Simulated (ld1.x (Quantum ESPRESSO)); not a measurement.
How hard is this Pr TM semilocal potential?

praseodymium (Pr), norm-conserving Troullier–Martins (semilocal form), made with ld1.x (Quantum ESPRESSO) 7.5 (LDA (PZ), scalar-relativistic). Core [Kr] 4d10 5s2, reference 4f3 5p6 5d0 6s1.5 6p0 (charge +0.5). Waves: 6s (bound): rc 3.30 bohr; 5p (bound): rc 2.40 bohr; 4f (bound): rc 1.10 bohr; 5d (bound, empty): rc 3.40 bohr. Local part: the d channel. Core correction: none.

The pseudo-atom Hamiltonian at the reference potential is diagonalised in spherical Bessel functions j_l(qr) that vanish at 20 bohr, with q² up to the cutoff. All-electron valence levels (Ry): 6s -0.4331, 5p -1.7903, 6p -0.2379, 4f -0.3102, 5d -0.3484.

Q: How do the lowest levels (Ry) of each channel move with the cutoff, and are there ghosts?

A:

| cutoff (Ry) | s #1 | p #1 | p #2 | f #1 | d #1 | d #2 | Σ f·Δε (mRy) |
| --- | --- | --- | --- | --- | --- | --- | --- |
| 8 | -0.4329 | -1.7733 | -0.2378 | -0.0321 | -0.3347 | -0.0450 | 942.2 |
| 15 | -0.4331 | -1.7867 | -0.2419 | -0.0323 | -0.3483 | -0.0471 | 861.3 |
| 25 | -0.4331 | -1.7902 | -0.2422 | -0.0323 | -0.3484 | -0.0471 | 840.4 |
| 35 | -0.4331 | -1.7902 | -0.2422 | -0.0323 | -0.3484 | -0.0471 | 839.8 |
| 50 | -0.4331 | -1.7903 | -0.2422 | -0.0324 | -0.3484 | -0.0471 | 839.3 |
| 70 | -0.4331 | -1.7903 | -0.2422 | -0.0324 | -0.3484 | -0.0471 | 839.0 |
| 100 | -0.4331 | -1.7903 | -0.2422 | -0.0328 | -0.3484 | -0.0471 | 837.9 |
| 140 | -0.4331 | -1.7903 | -0.2422 | -0.0855 | -0.3484 | -0.0471 | 679.8 |
| 180 | -0.4331 | -1.7903 | -0.2422 | -0.2638 | -0.3484 | -0.0471 | 145.1 |
| 260 | -0.4331 | -1.7903 | -0.2422 | -0.3117 | -0.3484 | -0.0471 | 1.2 |
| 400 | -0.4331 | -1.7903 | -0.2422 | -0.3121 | -0.3484 | -0.0471 | 0.0 |

Result: no extra level below or beside the all-electron valence levels (s, p, f, d tested); the semilocal form is local in each channel, so this says nothing of the separable form that plane-wave codes build from it; 10 mRy is reached at 230 Ry and 1 mRy at 300 Ry.

1 of 9 tests not solved or not reliable.
